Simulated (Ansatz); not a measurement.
These are Ansatz (a program for electronic structure) with CAM-B3LYP-D3(BJ)/def2-TZVP values and carry that method's errors. No frequencies were computed at this level.

Ansatz 0.2 input:
```yaml
crystal:
  periodic: [false, false, false]
  atoms:
    - { symbol: F, position_ang: [1.53912, -0.331263, -0.459428] }
    - { symbol: Al, position_ang: [-0.036783, 0.007684, -0.149973] }
    - { symbol: H, position_ang: [-0.914418, -1.060197, 0.50037] }
    - { symbol: H, position_ang: [-0.587921, 1.383775, -0.51988] }
basis:
  gaussian: { orbitals: def2-tzvp }
hamiltonian:
  xc: cam_b3lyp
  dispersion: d3bj
relax:
  max_steps: 150
```

Output:

```
Functional definition: CAM-B3LYP
503 factors; their error is unknown
171 factors; integrals over basis functions are off by at most 1.2e-5 eV
mean field evaluation 1: about -9346.7531 eV, gradient 3.8e1 eV
mean field evaluation 2: about -9344.4281 eV, gradient 5.9e1 eV
mean field evaluation 4: about -9348.9255 eV, gradient 2.6e-1 eV
mean field evaluation 8: about -9348.9412 eV, gradient 2.1e-3 eV
mean field -9348.94121034 eV, -343.5672525401 hartree, gradient 5.9e-5 eV, S^2 0.000000; 0 other end points of the search recorded, 0 dependent functions left out
reference -9348.94131621 eV, -343.5672564305 hartree; 12, 12 occupied and 68, 68 virtual orbitals, 503 factors
relax step   1: F+E_penalty+E_count = -9348.96614803 eV  Δ(F+E_penalty+E_count) = +0.000e0 eV  max|allowed force component| = 5.955e-1 eV/Å  Δτ_max = 0.0000 Å  (22 SCF iters, accepted)
these checks for a lower state are left out or cut short: starts, cluster_reference, orbital_swaps, neighbouring_geometries, increment
503 factors; their error is unknown
171 factors; integrals over basis functions are off by at most 1.2e-5 eV
mean field evaluation 16: about -9348.9722 eV, gradient 2.4e-5 eV
mean field -9348.97217591 eV, -343.5683905039 hartree, gradient 1.6e-5 eV, S^2 0.000000; 0 other end points of the search recorded, 0 dependent functions left out
reference -9348.97228192 eV, -343.5683943996 hartree; 12, 12 occupied and 68, 68 virtual orbitals, 503 factors
relax step   2: F+E_penalty+E_count = -9348.99708671 eV  Δ(F+E_penalty+E_count) = -3.094e-2 eV  max|allowed force component| = 1.149e-1 eV/Å  Δτ_max = 0.0499 Å  (26 SCF iters, accepted)
these checks for a lower state are left out or cut short: starts, cluster_reference, orbital_swaps, neighbouring_geometries, increment
503 factors; their error is unknown
171 factors; integrals over basis functions are off by at most 1.2e-5 eV
mean field -9348.97377360 eV, -343.5684492176 hartree, gradient 1.6e-5 eV, S^2 0.000000; 0 other end points of the search recorded, 0 dependent functions left out
reference -9348.97387957 eV, -343.5684531122 hartree; 12, 12 occupied and 68, 68 virtual orbitals, 503 factors
relax step   3: F+E_penalty+E_count = -9348.99867737 eV  Δ(F+E_penalty+E_count) = -1.591e-3 eV  max|allowed force component| = 5.613e-2 eV/Å  Δτ_max = 0.0152 Å  (26 SCF iters, accepted)
these checks for a lower state are left out or cut short: starts, cluster_reference, orbital_swaps, neighbouring_geometries, increment
503 factors; their error is unknown
171 factors; integrals over basis functions are off by at most 1.2e-5 eV
mean field evaluation 32: about -9348.9738 eV, gradient 8.4e-6 eV
mean field -9348.97380577 eV, -343.5684504001 hartree, gradient 8.4e-6 eV, S^2 0.000000; 0 other end points of the search recorded, 0 dependent functions left out
reference -9348.97391177 eV, -343.5684542955 hartree; 12, 12 occupied and 68, 68 virtual orbitals, 503 factors
relax step   4: F+E_penalty+E_count = -9348.99870639 eV  Δ(F+E_penalty+E_count) = -2.902e-5 eV  max|allowed force component| = 1.746e-2 eV/Å  Δτ_max = 0.0036 Å  (21 SCF iters, accepted)
these checks for a lower state are left out or cut short: starts, cluster_reference, orbital_swaps, neighbouring_geometries, increment
503 factors; their error is unknown
171 factors; integrals over basis functions are off by at most 1.2e-5 eV
mean field -9348.97383569 eV, -343.5684514997 hartree, gradient 7.1e-5 eV, S^2 0.000000; 0 other end points of the search recorded, 0 dependent functions left out
reference -9348.97394167 eV, -343.5684553943 hartree; 12, 12 occupied and 68, 68 virtual orbitals, 503 factors
relax step   5: F+E_penalty+E_count = -9348.99873784 eV  Δ(F+E_penalty+E_count) = -3.145e-5 eV  max|allowed force component| = 3.715e-3 eV/Å  Δτ_max = 0.0018 Å  (19 SCF iters, accepted)
503 factors; their error is unknown
171 factors; integrals over basis functions are off by at most 1.2e-5 eV
mean field -9348.97383569 eV, -343.5684514997 hartree, gradient 7.1e-5 eV, S^2 0.000000; 1 other end points of the search recorded, 0 dependent functions left out
reference -9348.97394167 eV, -343.5684553943 hartree; 12, 12 occupied and 68, 68 virtual orbitals, 503 factors
Total energy: -9348.99884382 eV, -343.5693705312 hartree
Atom 0 at     1.526979    -0.328969    -0.457113 Å, force     0.001653     0.000049     0.000660 eV/Å
Atom 1 at    -0.055056     0.012053    -0.145953 Å, force    -0.003715    -0.000555    -0.002539 eV/Å
Atom 2 at    -0.906662    -1.120554     0.520961 Å, force     0.001138     0.001044     0.000609 eV/Å
Atom 3 at    -0.565263     1.437469    -0.546807 Å, force     0.000923    -0.000537     0.001270 eV/Å
Dipole moment:    -0.277517     0.060072     0.055186 e Å
```

Cost: very roughly 10 core-seconds.
